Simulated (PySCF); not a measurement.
Quadrupolar nuclei of `OCPC1CCCC1` in NMR

Species: C6H13OP.
Z-matrix (Å and degrees, GFN2-xTB geometry), rows numbered from 1:
```
O 
C   1  1.4049
P   2  1.8776  1  111.42
C   3  1.8648  2   98.46  1   -75.13
C   4  1.5304  3  112.50  2  -164.51
C   5  1.5245  4  102.61  3  -159.51
C   6  1.5314  5  103.64  4    41.78
C   4  1.5393  3  111.73  2    78.55
H   1  0.9642  2  108.93  3   -60.41
H   2  1.1003  1  111.28  3   121.34
H   2  1.0937  1  106.21  3  -120.49
H   3  1.4018  2   93.69  1  -171.32
H   4  1.0964  3  108.88  2   -43.20
H   5  1.0925  4  110.03  3   -42.35
H   5  1.0898  4  112.47  3    78.67
H   6  1.0915  5  109.52  4   -75.86
H   6  1.0890  5  112.67  4   163.51
H   7  1.0891  6  111.67  5  -151.14
H   7  1.0903  6  109.74  5    89.35
H   8  1.0927  4  110.03  3    22.61
H   8  1.0890  4  110.79  3   -95.89
```

Computed at PBE0/pcSseg-1 (PySCF, non-relativistic):

```json
{"atom": "O1", "environment": "alcohol oxygen", "nucleus": "17O", "spin I": "5/2", "Q (b)": "-0.0256", "CQ = χzz (MHz)": "11.950", "η": "0.918"}
```

Q: Which field gradients stand behind these couplings (CQ in MHz = 234.96 × Q in b × Vzz in au)?

A: The tensor is traceless, so η fixes the two smaller values:

```json
{"atom": "O1", "Vxx (au)": "0.081", "Vyy (au)": "1.905", "Vzz (au)": "-1.987", "Vzz (10²¹ V/m²)": "-19.31"}
```

Q: Give the quadrupolar product PQ = |CQ|√(1 + η²/3), the quadrupolar frequency νQ = 3|CQ|/[2I(2I − 1)] and the Larmor frequency ν0 = |g| × 7.62259 MHz/T × B at 9.4 T, with g(17O) = −0.75752.

A: 
```
atom  PQ (MHz)  νQ (MHz)  ν0 (MHz)  νQ/ν0
  O1     13.53     1.793     54.28  0.033
```

For O1: PQ = 11.95 × 1.1318, νQ = 11.95 × 0.1500, ν0 = 5.7742 MHz/T × 9.4 T.

Q: Second-order quadrupolar shift of the central transition's centre of gravity (half-integer spins, νQ < ν0/10) at 9.4, 14.1 and 18.8 T.

A: δ = −(3/40)(PQ/ν0)² [I(I + 1) − 3/4]/[I²(2I − 1)²], in ppm:

```json
{"site": "17O at O1", "9.4 T": "-373", "14.1 T": "-166", "18.8 T": "-93.1"}
```

One conformer (not necessarily the lowest) at the GFN2-xTB geometry, without solvent, vibrations or thermal averaging. GFN2-xTB bond lengths can be off by several hundredths of an ångström, more for odd bonds, and the gradients follow them. With so small a basis the couplings can be 20 % off.
